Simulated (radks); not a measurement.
Results of a calculation; reference values are marked as such.
Gd2+, configuration [Xe] 4f7 5d1 (the NIST ground configuration).

Level of theory: scalar-relativistic Kohn-Sham, r2SCAN, spin-polarised, spherical densities, finite nucleus; open shells are filled with parallel spins first (spin-orbit coupling, left out, can overturn this in heavy ions); meta-GGA in the generalised Kohn-Sham scheme; Fermi nuclear charge, rms radius 5.1569 fm (a radial shooting solver on a logarithmic mesh with Libxc functionals).

Energy parts (eV):
| part | energy |
|---|---|
| total | -306705.89 |
| kinetic | 329310.91 |
| electron-nucleus | -747316.59 |
| Hartree | 118081.86 |
| exchange-correlation | -6782.08 |

Orbitals (lengths in bohr, moments of r in powers of bohr; <r^-3> diverges for s and p1/2; r(max) is where P^2 peaks):
[
 {"orbital": "1s up", "occ.": "1", "eigenvalue (eV)": "-50183.73", "r(max)": "0.01392", "<r>": "0.02191", "<1/r>": "71.64", "<r^-3>": "-"},
 {"orbital": "1s down", "occ.": "1", "eigenvalue (eV)": "-50183.73", "r(max)": "0.01392", "<r>": "0.02191", "<1/r>": "71.64", "<r^-3>": "-"},
 {"orbital": "2s up", "occ.": "1", "eigenvalue (eV)": "-8318.134", "r(max)": "0.07897", "<r>": "0.09326", "<1/r>": "16.63", "<r^-3>": "-"},
 {"orbital": "2s down", "occ.": "1", "eigenvalue (eV)": "-8318.093", "r(max)": "0.07897", "<r>": "0.09326", "<1/r>": "16.63", "<r^-3>": "-"},
 {"orbital": "2p up", "occ.": "3", "eigenvalue (eV)": "-7400.430", "r(max)": "0.06395", "<r>": "0.08238", "<1/r>": "15.52", "<r^-3>": "11430"},
 {"orbital": "2p down", "occ.": "3", "eigenvalue (eV)": "-7400.387", "r(max)": "0.06395", "<r>": "0.08237", "<1/r>": "15.52", "<r^-3>": "11430"},
 {"orbital": "3s up", "occ.": "1", "eigenvalue (eV)": "-1863.324", "r(max)": "0.2240", "<r>": "0.2441", "<1/r>": "6.112", "<r^-3>": "-"},
 {"orbital": "3s down", "occ.": "1", "eigenvalue (eV)": "-1859.979", "r(max)": "0.2239", "<r>": "0.2439", "<1/r>": "6.120", "<r^-3>": "-"},
 {"orbital": "3p up", "occ.": "3", "eigenvalue (eV)": "-1577.524", "r(max)": "0.2199", "<r>": "0.2429", "<1/r>": "5.739", "<r^-3>": "2403"},
 {"orbital": "3p down", "occ.": "3", "eigenvalue (eV)": "-1574.171", "r(max)": "0.2198", "<r>": "0.2425", "<1/r>": "5.747", "<r^-3>": "2410"},
 {"orbital": "3d up", "occ.": "5", "eigenvalue (eV)": "-1199.849", "r(max)": "0.1804", "<r>": "0.2214", "<1/r>": "5.436", "<r^-3>": "322.6"},
 {"orbital": "3d down", "occ.": "5", "eigenvalue (eV)": "-1197.220", "r(max)": "0.1802", "<r>": "0.2210", "<1/r>": "5.444", "<r^-3>": "323.7"},
 {"orbital": "4s up", "occ.": "1", "eigenvalue (eV)": "-392.8291", "r(max)": "0.5159", "<r>": "0.5532", "<1/r>": "2.565", "<r^-3>": "-"},
 {"orbital": "4s down", "occ.": "1", "eigenvalue (eV)": "-384.8167", "r(max)": "0.5156", "<r>": "0.5532", "<1/r>": "2.563", "<r^-3>": "-"},
 {"orbital": "4p up", "occ.": "3", "eigenvalue (eV)": "-298.1694", "r(max)": "0.5383", "<r>": "0.5853", "<1/r>": "2.359", "<r^-3>": "532.0"},
 {"orbital": "4p down", "occ.": "3", "eigenvalue (eV)": "-290.1302", "r(max)": "0.5379", "<r>": "0.5854", "<1/r>": "2.358", "<r^-3>": "530.9"},
 {"orbital": "4d up", "occ.": "5", "eigenvalue (eV)": "-166.6978", "r(max)": "0.5594", "<r>": "0.6362", "<1/r>": "2.080", "<r^-3>": "60.09"},
 {"orbital": "4d down", "occ.": "5", "eigenvalue (eV)": "-158.5985", "r(max)": "0.5589", "<r>": "0.6374", "<1/r>": "2.076", "<r^-3>": "59.84"},
 {"orbital": "5s up", "occ.": "1", "eigenvalue (eV)": "-66.2967", "r(max)": "1.192", "<r>": "1.326", "<1/r>": "0.9996", "<r^-3>": "-"},
 {"orbital": "5s down", "occ.": "1", "eigenvalue (eV)": "-62.1074", "r(max)": "1.211", "<r>": "1.357", "<1/r>": "0.9708", "<r^-3>": "-"},
 {"orbital": "5p up", "occ.": "3", "eigenvalue (eV)": "-42.9335", "r(max)": "1.346", "<r>": "1.537", "<1/r>": "0.8496", "<r^-3>": "75.01"},
 {"orbital": "5p down", "occ.": "3", "eigenvalue (eV)": "-39.6772", "r(max)": "1.372", "<r>": "1.575", "<1/r>": "0.8236", "<r^-3>": "68.66"},
 {"orbital": "4f up", "occ.": "7", "eigenvalue (eV)": "-24.6450", "r(max)": "0.5671", "<r>": "0.8462", "<1/r>": "1.538", "<r^-3>": "8.207"},
 {"orbital": "4f down", "occ.": "0", "eigenvalue (eV)": "-17.2210", "r(max)": "0.5703", "<r>": "0.8986", "<1/r>": "1.487", "<r^-3>": "7.762"},
 {"orbital": "5d up", "occ.": "1", "eigenvalue (eV)": "-15.5511", "r(max)": "1.834", "<r>": "2.299", "<1/r>": "0.5605", "<r^-3>": "4.193"},
 {"orbital": "5d down", "occ.": "0", "eigenvalue (eV)": "-13.0544", "r(max)": "1.871", "<r>": "2.362", "<1/r>": "0.5467", "<r^-3>": "3.911"}
]

The highest occupied level is 5d up at -15.551 eV. The configuration is held as typed, so some empty levels lie below it. Summed over all electrons, <r^2> = 42.07 bohr^2, which gives a Langevin (diamagnetic) susceptibility term of -33.3 x 10^-6 cm^3/mol. The density falls to 0.001 e/bohr^3 at r = 3.66 bohr. The electron density at the nucleus is 6.579e+05 e/bohr^3 (large components only). For comparison, the ionisation energy in NIST's Atomic Spectra Database is 20.54 eV (semi-empirical). In exact Kohn-Sham theory the highest level is minus the ionisation energy, but local and semilocal functionals leave it too shallow, through self-interaction and a potential that decays too fast; potentials with the right tail come closer. The spin density at the nucleus is 5.36 e/bohr^3 (1s 0.03, 2s -0.80, 3s -20.07, 4s 3.19, 5s 23.01). Spin moment in Bohr magnetons: 8.
